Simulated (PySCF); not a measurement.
Isomers of C5H11F3SSi, mass 188.030 u with the commonest isotopes. Theory: PBE0/pcSseg-1 in PySCF (dipole) on a GFN2-xTB geometry, gas phase. One conformer each, none proved a minimum here; rigid rotors.

Question: Order these by radius of gyration √(Σ m r²/M), smallest first.
A. `[CH3:1][C:2]([CH3:3])([CH3:4])[S:5][SiH2:6][C:7]([F:8])([F:9])[F:10]` with C2–S5–Si6–C7 175°
B. `[CH3:1][CH:2]([CH3:3])[S:4][SiH2:5][CH2:6][C:7]([F:8])([F:9])[F:10]` with C1–C2–S4–Si5 -52°, C2–S4–Si5–C6 -168°, S4–Si5–C6–C7 -177°
C. `[CH3:1][C:2]([CH3:3])([CH2:4][SH:5])[Si@@H:6]([F:7])[CH:8]([F:9])[F:10]` with C1–C2–C4–S5 59°, C2–C4–S5–H -80°, C1–C2–Si6–F7 69°, C2–Si6–C8–F9 106°

Answer: C (2.440 Å), A (2.583 Å), B (2.774 Å).

Question: Order these by rotational constant B, smallest first.
A. `[CH3:1][C:2]([CH3:3])([CH2:4][SH:5])[Si@@H:6]([F:7])[CH:8]([F:9])[F:10]` with C1–C2–C4–S5 59°, C2–C4–S5–H -80°, C1–C2–Si6–F7 69°, C2–Si6–C8–F9 106°
B. `[CH3:1][C:2]([CH3:3])([CH3:4])[S:5][SiH2:6][C:7]([F:8])([F:9])[F:10]` with C2–S5–Si6–C7 175°
C. `[CH3:1][CH:2]([CH3:3])[S:4][SiH2:5][CH2:6][C:7]([F:8])([F:9])[F:10]` with C1–C2–S4–Si5 -52°, C2–S4–Si5–C6 -168°, S4–Si5–C6–C7 -177°

Answer: C (379.9 MHz), B (450.7 MHz), A (570.8 MHz).

Question: Order these by out-of-plane moment Σ m c² = (Ia + Ib − Ic)/2, smallest first.
A. `[CH3:1][C:2]([CH3:3])([CH3:4])[S:5][SiH2:6][C:7]([F:8])([F:9])[F:10]` with C2–S5–Si6–C7 175°
B. `[CH3:1][CH:2]([CH3:3])[S:4][SiH2:5][CH2:6][C:7]([F:8])([F:9])[F:10]` with C1–C2–S4–Si5 -52°, C2–S4–Si5–C6 -168°, S4–Si5–C6–C7 -177°
C. `[CH3:1][C:2]([CH3:3])([CH2:4][SH:5])[Si@@H:6]([F:7])[CH:8]([F:9])[F:10]` with C1–C2–C4–S5 59°, C2–C4–S5–H -80°, C1–C2–Si6–F7 69°, C2–Si6–C8–F9 106°

Answer: B (101.71 u·Å²), A (102.72 u·Å²), C (132.45 u·Å²).

```csv
SMILES,point group,Ia (u·Å²),Ib (u·Å²),Ic (u·Å²),κ,μa (D),μb (D),μc (D)
CC(C)(CS)[Si@@H](F)C(F)F,C1,366.94,885.31,987.36,-0.86,0.16,1.91,0.52
CC(C)(C)S[SiH2]C(F)(F)F,C1,235.70,1121.24,1151.50,-0.99,4.12,1.94,0.01
CC(C)S[SiH2]CC(F)(F)F,C1,218.68,1330.26,1345.51,-1.00,2.94,0.23,0.26
```
